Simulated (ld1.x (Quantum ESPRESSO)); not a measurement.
## Before and after: TM potential for potassium (K)

```json
{"Element": "K", "Generator": "ld1.x (Quantum ESPRESSO) 7.5", "Type": "norm-conserving Troullier–Martins (Kleinman–Bylander form)", "Functional": "PBE", "Relativity": "fully relativistic", "Frozen core": "[Ne] 3s2", "Valence charge": "7", "Reference configuration": "3p6 4s1 4p0", "Partial waves": "4s (bound): rc 3.55 bohr; 3p (bound): rc 1.55 bohr; 3d channel at 0.15 Ry: rc 3.70 bohr", "Local potential": "the d channel", "Core correction": "a·sin(br)/r model core, default radius (core density twice the valence density)"}
```

Open shells are filled in proportion to 2j + 1 (rel_dist='average').

Change: wave 3d channel at 0.15 Ry: rc 3.70 bohr becomes 3d channel at 0.89 Ry: rc 3.70 bohr.

Cutoffs: the cutoffs (Ry, on a coarse ladder) from which the occupation-weighted sum of valence levels, in a spherical-Bessel basis at the reference potential, stays within 10 and 1 mRy of its value at 400 Ry; they do not see the model core or the augmentation charge, which bear on the density cutoff. Errors are all-electron minus pseudo energies relative to the spin-unpolarised reference configuration.

What does the change do?

The potential gets neither clearly harder nor softer (25 Ry and 50 Ry → 25 Ry and 50 Ry); the bound ghosts move from p, s to s; of the 3 tests that both files solve, the error grows in 2 and shrinks in 0 by more than 15 % and 0.3 meV (median size 0.1 → 3.2 meV).

```csv
quantity,base,changed
"cutoff, loose",25 Ry,25 Ry
"cutoff, tight",50 Ry,50 Ry
loose cutoff by channel (10 mRy a level),"s 8 Ry, p 21 Ry","s 6 Ry, p 21 Ry"
bound ghosts,"p1/2, s",s
"tests counted (converged, no solver errors)",3 of 4,3 of 4
"error for 3p6 4s0 4p0, meV [ΔE 4.31 eV]",-0.1,-3.2
"error for 3p6 4s0.5 4p0, meV [ΔE 1.64 eV]",0.0,-0.3
"error for 3p6 4s0 4p1, meV [ΔE 1.55 eV]",-163,-472
s: phases at 4.00 bohr within 0.05 rad from the reference energy up to (Ry; the scan ends near 5),n/a,n/a
p1/2: phases at 4.00 bohr within 0.05 rad from the reference energy up to (Ry; the scan ends near 5),-0.3,-1.0
p3/2: phases at 4.00 bohr within 0.05 rad from the reference energy up to (Ry; the scan ends near 5),-0.3,-1.0
d3/2: phases at 4.00 bohr within 0.05 rad from the reference energy up to (Ry; the scan ends near 5),0.5,0.9
d5/2: phases at 4.00 bohr within 0.05 rad from the reference energy up to (Ry; the scan ends near 5),0.5,0.9
```

Base: Tests not counted: 3p5 4s1 4p0 (solver errors, printed error -3.2 eV). Changed file: Tests not counted: 3p5 4s1 4p0 (solver errors, printed error -3.6 eV). A true bound ghost makes a file unfit for plane-wave use even where its test errors are small: the radial tests pick states by their node count and pass the ghost by. Where a test does run into it, the solver fails or the error is huge.
